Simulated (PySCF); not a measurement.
GaCl2I, SMILES [I][Ga]([Cl])[Cl].

Coordinates come from a B3LYP-D3(BJ)/def2-SVP optimisation. The def2 effective core potentials stand for the cores of I; spin–orbit coupling is left out.

Method: PySCF with PBE/def2-TZVP.

Symmetry labels are those of the subgroup C2v that the program uses (full group C2v).

Question: List the valence orbital energies around the gap with their symmetry. (The exact figures need the calculation; the answer reports its results.)

Answer: 
| orbital | symmetry | energy (eV) |
|---|---|---|
| HOMO−7 | B2 | -9.70 |
| HOMO−6 | A1 | -9.26 |
| HOMO−5 | B1 | -8.66 |
| HOMO−4 | A2 | -8.17 |
| HOMO−3 | A1 | -8.04 |
| HOMO−2 | B2 | -8.00 |
| HOMO−1 | B1 | -7.32 |
| HOMO | B2 | -7.12 |
| LUMO | A1 | -3.25 |
| LUMO+1 | B1 | -2.51 |
| LUMO+2 | B2 | 0.26 |
| LUMO+3 | A1 | 0.45 |
